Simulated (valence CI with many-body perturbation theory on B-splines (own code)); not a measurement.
Level structure of Ta⁶⁰⁺

Calculated by relativistic CI+MBPT: three valence electrons over a frozen Dirac-Fock core [Ne], a basis of 11 s, 11 p, 9 d, 7 f, 5 g, 2 h, 1 i functions for each j, with the one-electron correlation potential Σ1 (screened to all orders), the two-electron term Σ2, the three-electron term Σ3, Breit, model QED; selected single and double excitations, second order for the rest (own B-spline code, finite nucleus).

No measured spectrum was set against this ion. As an estimate, large intervals hold to a few tenths of a per cent, small ones and those within an open d or f shell to about a per cent.

Levels 1 to 45 of 68, with energies above the lowest level, (3s^2 3p1/2) J=1/2. "Leading %" is the weight of the configuration and term that name the level; weights of strongly mixed levels are sums over their largest components and can fall short. In the jj column 3d3/2^4 stands for four electrons in 3d with j = 3/2.

```tsv
No.	Configuration	Term	J	E (× 10³ cm⁻¹)	Leading %	Second component	Leading jj
1	3s2 3p	2P°	1/2	0.00	100		3s^2 3p1/2 (100 %)
2	3s 3p2	4P	1/2	1321.1	53	30 % 3s 3p2 2S	3s 3p1/2^2 (99 %)
3	3s2 3p	2P°	3/2	2748.0	99		3s^2 3p3/2 (99 %)
4	3s 3p2	4P	3/2	3829.7	89	8 % 3s 3p2 2D	3s 3p1/2 3p3/2 (99 %)
5	3s 3p2	2D	5/2	3973.4	61	38 % 3s 3p2 4P	3s 3p1/2 3p3/2 (98 %)
6	3s 3p2	2D	3/2	4141.6	50	28 % 3s 3p2 2P	3s 3p1/2 3p3/2 (81 %)
7	3s 3p2	2P	1/2	4221.0	69	29 % 3s 3p2 4P	3s 3p1/2 3p3/2 (98 %)
8	3s2 3d	2D	3/2	4600.7	80	11 % 3s 3p2 2D	3s^2 3d3/2 (80 %)
9	3s2 3d	2D	5/2	5153.3	97		3s^2 3d5/2 (97 %)
10	3p3	2P°	3/2	5437.9	28	20 % 3s 3p 3d 4F°	3p1/2^2 3p3/2 (58 %)
11	3s 3p 3d	4F°	3/2	5545.4	58	13 % 3p3 2P°	3s 3p1/2 3d3/2 (71 %)
12	3s 3p 3d	4F°	5/2	5643.5	43	30 % 3s 3p 3d 2F°	3s 3p1/2 3d3/2 (98 %)
13	3s 3p 3d	4D°	1/2	5853.1	58	36 % 3s 3p 3d 2P°	3s 3p1/2 3d3/2 (99 %)
14	3s 3p 3d	4D°	3/2	5904.3	33	20 % 3s 3p 3d 2P°	3s 3p1/2 3d3/2 (86 %)
15	3s 3p 3d	4P°	5/2	6266.6	38	31 % 3s 3p 3d 4D°	3s 3p1/2 3d5/2 (99 %)
16	3s 3p 3d	4F°	7/2	6377.8	43	34 % 3s 3p 3d 2F°	3s 3p1/2 3d5/2 (98 %)
17	3s 3p 3d	2F°	5/2	6459.7	51	21 % 3s 3p 3d 2D°	3s 3p1/2 3d5/2 (98 %)
18	3s 3p 3d	2D°	3/2	6499.1	37	36 % 3s 3p 3d 2P°	3s 3p1/2 3d5/2 (90 %)
19	3s 3p2	4P	5/2	6674.8	60	39 % 3s 3p2 2D	3s 3p3/2^2 (99 %)
20	3s 3p2	2S	1/2	6970.0	68	18 % 3s 3p2 4P	3s 3p3/2^2 (99 %)
21	3s 3p2	2P	3/2	7022.8	59	30 % 3s 3p2 2D	3s 3p3/2^2 (97 %)
22	3p2 3d	2D	3/2	7126.1	40	34 % 3p2 3d 4F	3p1/2^2 3d3/2 (97 %)
23	3p2 3d	2D	5/2	7862.4	33	20 % 3p2 3d 4D	3p1/2^2 3d5/2 (98 %)
24	3p3	2D°	5/2	8132.9	69	13 % 3s 3p 3d 2D°	3p1/2 3p3/2^2 (69 %)
25	3p3	4S°	3/2	8170.6	49	43 % 3p3 2D°	3p1/2 3p3/2^2 (92 %)
26	3p3	2P°	1/2	8304.8	81	14 % 3s 3p 3d 2P°	3p1/2 3p3/2^2 (81 %)
27	3s 3p 3d	4D°	3/2	8395.0	43	35 % 3s 3p 3d 4P°	3s 3p3/2 3d3/2 (97 %)
28	3s 3p 3d	4P°	1/2	8408.9	80	15 % 3s 3p 3d 4D°	3s 3p3/2 3d3/2 (95 %)
29	3s 3p 3d	4D°	5/2	8426.2	40	22 % 3s 3p 3d 4F°	3s 3p3/2 3d3/2 (79 %)
30	3s 3p 3d	4F°	7/2	8449.8	42	36 % 3s 3p 3d 2F°	3s 3p3/2 3d3/2 (94 %)
31	3s 3p 3d	2D°	3/2	8669.5	61	20 % 3s 3p 3d 4P°	3s 3p3/2 3d3/2 (88 %)
32	3s 3p 3d	2F°	5/2	8774.6	66	8 % 3s 3p 3d 4F°	3s 3p3/2 3d3/2 (90 %)
33	3s 3p 3d	2P°	1/2	8817.0	64	21 % 3s 3p 3d 4D°	3s 3p3/2 3d3/2 (86 %)
34	3s 3p 3d	4F°	9/2	8854.3	100		3s 3p3/2 3d5/2 (100 %)
35	3s 3p 3d	2D°	5/2	9035.1	46	38 % 3s 3p 3d 4P°	3s 3p3/2 3d5/2 (97 %)
36	3s 3p 3d	2F°	7/2	9105.8	58	35 % 3s 3p 3d 4D°	3s 3p3/2 3d5/2 (95 %)
37	3s 3p 3d	2P°	3/2	9131.3	42	40 % 3s 3p 3d 2D°	3s 3p3/2 3d5/2 (89 %)
38	3s 3p 3d	2F°	7/2	9257.7	71	20 % 3s 3p 3d 4D°	3s 3p3/2 3d5/2 (99 %)
39	3s 3p 3d	2P°	1/2	9332.7	83	6 % 3s 3p 3d 4D°	3s 3p3/2 3d5/2 (93 %)
40	3s 3p 3d	2P°	3/2	9417.2	76	8 % 3s 3p 3d 4P°	3s 3p3/2 3d5/2 (98 %)
41	3s 3p 3d	2D°	5/2	9435.8	63	22 % 3s 3p 3d 2F°	3s 3p3/2 3d5/2 (94 %)
42	3p2 3d	2F	5/2	9663.9	49	36 % 3p2 3d 4F	3p1/2 3p3/2 3d3/2 (92 %)
43	3p2 3d	4F	3/2	9726.5	41	24 % 3p2 3d 4D	3p1/2 3p3/2 3d3/2 (98 %)
44	3p2 3d	4D	1/2	9748.5	81	16 % 3p2 3d 2P	3p1/2 3p3/2 3d3/2 (99 %)
45	3p2 3d	2G	7/2	9782.7	51	26 % 3p2 3d 2F	3p1/2 3p3/2 3d3/2 (95 %)
```

The ionisation energy to 3s2 1S_0 of the next ion comes out as 6503.2 eV (NIST: 6502 ± 10 eV (theoretical)). All 68 levels together are meant to be complete up to 11260 × 10³ cm⁻¹.
